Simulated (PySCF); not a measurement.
C4H4ClF.

```xyz
10

F     -2.3228    -0.2488     1.1555
C     -1.5623    -0.0996     0.0117
C     -0.5243     0.9973     0.0418
C      0.4632     0.1090    -0.1703
Cl     2.1499     0.2635    -0.4634
C     -0.3988    -1.1295    -0.1376
H     -2.2533    -0.0711    -0.8481
H     -0.5789     2.0813     0.1358
H     -0.2783    -1.7545     0.7595
H     -0.3991    -1.7580    -1.0424
```

Geometry: TPSSh-D3(BJ)/def2-SVP. The structure was generated by enumeration; whether it is a known compound was not checked.

Method: PBE0/pcSseg-1 (PySCF). Non-relativistic, no solvent.

Computed absolute GIAO shielding of each atom: isotropic value and principal components (ppm):
```tsv
atom	σ(iso)	σ11	σ22	σ33	span
F1	365.2	338.4	372.9	384.2	45.8
C2	99.2	64.5	77.6	155.3	90.9
C3	42.3	-54.8	55.1	126.7	181.5
C4	31.4	-78.6	54.1	118.7	197.4
Cl5	689.2	441.7	681.5	944.3	502.6
C6	135.1	123.9	126.9	154.4	30.5
H7	26.0	22.1	26.2	29.8	7.7
H8	25.0	23.2	24.0	27.9	4.7
H9	28.3	26.0	26.8	32.1	6.2
H10	28.4	25.4	27.1	32.5	7.1
```
